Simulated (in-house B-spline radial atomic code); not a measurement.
# Co²⁺: [Ar] 3d6 7f1 (an excited or competing configuration)

Level of theory: Dirac-Hartree-Fock, average of configuration, Fermi nucleus of rms radius 3.7875 fm; calculated with an all-electron radial atomic-structure program (B-spline basis).

Z_r = [3n² - l(l+1)]/(2<r>); Z_e = n√(-2ε); the last column is Slater's effective charge. Values are occupation-weighted means over j.

```csv
shell,electrons,ε (eV),<r> (bohr),Z_r,Z_e,Slater
1s,2,-7818.3,0.05616,26.71,23.97,26.70
2s,2,-1003.8,0.2539,23.63,17.18,22.85
2p,6,-861.39,0.2244,22.28,15.91,22.85
3s,2,-162.73,0.7678,17.58,10.38,15.75
3p,6,-119.02,0.8065,15.50,8.87,15.75
3d,6,-54.152,0.929,11.30,5.99,7.25
7f,1,-2.5109,22.36,3.02,3.01,3.00
```

The least bound orbital is 7f5/2 at -2.511 eV, and it is also the most diffuse (<r> = 22.36 bohr).

Spin-orbit splittings of the orbital energies (j = l + 1/2 above j = l - 1/2 when positive): 2p 15.05 eV, 3p 2.014 eV, 3d 0.2241 eV, 7f -6.339e-05 eV.

For the 1s electron the small component carries 0.945 % of the norm, the zero-frequency Breit interaction raises the level by 9.427 eV, self-energy by 4.692 eV, and vacuum polarisation lowers it by 0.4086 eV.

The density falls to 0.001 bohr⁻³ at 2.701 bohr; Σ<r²> = 578.1 bohr² gives, by the non-relativistic formula and without the paramagnetism of open shells, a Langevin diamagnetic susceptibility of -457.8×10⁻⁶ cm³/mol.
